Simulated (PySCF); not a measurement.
## Correlation energy of O⁺ (oxygen, charge +1)

[He] 2s2 2p2 3d1, one real determinant (an excited configuration). All numbers are calculated (PySCF 2.14, scalar relativity by spin-free X2C-1e, in dyall-av3z (15s9p3d2f, 71 functions)). Frozen: 1s2; 5 electrons correlated; the 13 highest virtual orbitals of each spin left out.

```json
{"level": "CCSD", "correlation energy (mhartree)": "-113.13"}
{"level": "(T)", "correlation energy (mhartree)": "-3.69"}
{"level": "CCSD(T)", "correlation energy (mhartree)": "-116.82"}
```

Diagnostics: T1 = 0.0089, D1 = 0.0251, largest double amplitude 0.115.

The real determinant used has ⟨L²⟩ near 8 against 12 for a pure F term, so it mixes terms. The outer electron is Rydberg-like, and this basis confines it to a smaller radius and binds it less than a complete one would.

Cost of the coupled-cluster step: about 9 core-seconds, for 5 correlated electrons.

The reference is one real determinant that mixes LS terms of this configuration.
